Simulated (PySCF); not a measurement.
## Dipole response of Al⁺ (aluminium, charge +1)

[Ne] 3s1 3p1, high-spin 3P determinant (an excited configuration). All numbers are calculated (PySCF 2.14, the non-relativistic Hamiltonian (point nucleus), in aug-cc-pV(Q+d)Z). Coupled (time-dependent) response in atomic units; α is the mean over directions.

| method | mean α (bohr³) | α xx, yy, zz | C₆ (like pair) | S(−4) |
| --- | --- | --- | --- | --- |
| revPBE | 25.23 | 25.30, 25.10, 25.30 | 126.9 | 377.9 |

S(−4) is the Cauchy moment in α(ω) = α(0) + S(−4) ω² + …

α(iu) at revPBE:

```
u (hartree)  α(iu) (bohr³)
          0          25.23
     0.0500          24.32
      0.100          21.96
      0.200          15.90
      0.300          10.99
      0.500          5.667
      0.750          3.032
       1.00          1.912
       1.50          1.014
       2.00         0.6640
       3.00         0.3797
       5.00         0.1904
```

For an ion, C₆ is the dispersion term alone; charge-induced terms of lower order in 1/R come first.

The components differ because the open shell of this determinant is not spherical; for a pure term their mean is the scalar polarisability.
